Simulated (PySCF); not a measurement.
## Bonding in `C=C[C@@H](C)CC[S@](C)=O`

C₇H₁₄OS.
SMILES with atom numbers: `[CH2:1]=[CH:2][C@@H:3]([CH3:4])[CH2:5][CH2:6][S@:7]([CH3:8])=[O:9]` (hydrogens: H10, H11 on C1; H12 on C2; H13 on C3; H14, H15, H16 on C4; H17, H18 on C5; H19, H20 on C6; H21, H22, H23 on C8)

Structure used (GFN2-xTB), in Å, numbered top down from 1:
```
atom  x, y, z in Å
C1    -1.613    1.453   -1.368
C2    -1.785    0.289   -0.771
C3    -1.228   -0.067    0.574
C4    -2.352   -0.529    1.503
C5    -0.166   -1.167    0.439
C6     1.007   -0.722   -0.416
S7     1.832    0.730    0.404
C8     3.305    0.714   -0.715
O9     2.299    0.238    1.701
H10   -1.045    2.245   -0.907
H11   -2.033    1.669   -2.336
H12   -2.357   -0.494   -1.253
H13   -0.748    0.815    1.010
H14   -3.102    0.252    1.606
H15   -2.834   -1.421    1.106
H16   -1.956   -0.761    2.488
H17    0.210   -1.420    1.433
H18   -0.616   -2.064    0.006
H19    0.682   -0.381   -1.398
H20    1.743   -1.518   -0.513
H21    2.967    0.881   -1.731
H22    3.964    1.519   -0.407
H23    3.821   -0.235   -0.624
```

Bond orders from the PBE0/pcSseg-1 density (PySCF). Geometry: GFN2-xTB, one conformer, isolated molecule.

(1) Where do the orders between heavy atoms depart from those drawn in the SMILES?

(2) Give the Mayer order of every bond between heavy atoms, beside its length.

Results:

(1) The largest departure is 0.475, at S7–O9 (drawn double, 1.525). Drawn single, order below 0.88: C6–S7 (0.866). Drawn double or triple, more than 0.30 short of the drawn order: S7–O9 (1.525).

(2) 
| bond | drawn as | length (Å) | Mayer order |
| --- | --- | --- | --- |
| C1–C2 | double | 1.320 | 1.979 |
| C2–C3 | single | 1.499 | 0.973 |
| C3–C4 | single | 1.529 | 1.046 |
| C3–C5 | single | 1.535 | 0.996 |
| C5–C6 | single | 1.518 | 1.047 |
| C6–S7 | single | 1.860 | 0.866 |
| S7–C8 | single | 1.850 | 0.902 |
| S7–O9 | double | 1.463 | 1.525 |

Bonds between the same two heavy elements. C–C: lowest C2–C3 (0.973, 1.499 Å), highest C1–C2 (1.979, 1.320 Å); in 3 of the 10 pairs the longer bond (by over 0.003 Å) has the higher order (by 0.02 or more). C–S: lowest C6–S7 (0.866, 1.860 Å), highest S7–C8 (0.902, 1.850 Å).

**Question.** And the bonds to hydrogen?

**Answer.** C–H: 0.92 to 0.97 (14 bonds).

**Question.** Sum the orders of all bonds at each heavy atom with more than one neighbour and set the sums beside the valence in the SMILES.

**Answer.** C1 3.884 (drawn 4), C2 3.910 (drawn 4), C3 3.948 (drawn 4), C4 3.937 (drawn 4), C5 3.922 (drawn 4), C6 3.767 (drawn 4), S7 3.293 (drawn 4), C8 3.747 (drawn 4). Orders between atoms that aren't bonded are not in these sums.

The Mayer order sums products of elements of PS (density times overlap matrix) between the two atoms' basis functions, so it depends on the basis set.
